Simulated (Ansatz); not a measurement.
`BCCCl`. Total charge 0; spin multiplicity 1.

Cartesian coordinates in Å:
```
B -1.3079 -0.5874 0.2642
C -0.2027 0.5065 0.2577
C 1.0877 0.1664 -0.4506
Cl 1.9350 -1.1627 0.3981
H -2.2499 -0.4801 0.9944
H -1.2711 -1.5037 -0.5056
H -0.0049 0.8976 1.2612
H -0.6838 1.3515 -0.2713
H 0.9081 -0.1871 -1.4657
H 1.7895 0.9991 -0.4824
```

(1) List the harmonic frequencies (cm⁻¹, unscaled) at PBE0-D4/def2-TZVP in Ansatz. (Estimate.)

(2) Is this a minimum?

(3) Give the ideal-gas thermochemistry at 298.15 K and 1 bar (rigid rotor, harmonic oscillator; point group C1, symmetry number 1).

(4) Rotational constants (cm⁻¹)?

## Answers

(1) Ansatz gave: 115, 181, 268, 382, 544, 715, 801, 867, 1001, 1012, 1060, 1159, 1208, 1233, 1320, 1349, 1398, 1485, 2581, 2662, 2966, 3076, 3094, 3152.

(2) Yes, all 24 modes are real.

(3) Zero-point energy 201.1 kJ/mol; H(298) − E = 218.2 kJ/mol; entropy 310.0 J/(mol·K), of which translation 162.9, rotation 106.1, vibration 41.1; G(298) − E = 125.7 kJ/mol.

(4) 0.4079, 0.1155, 0.09929.
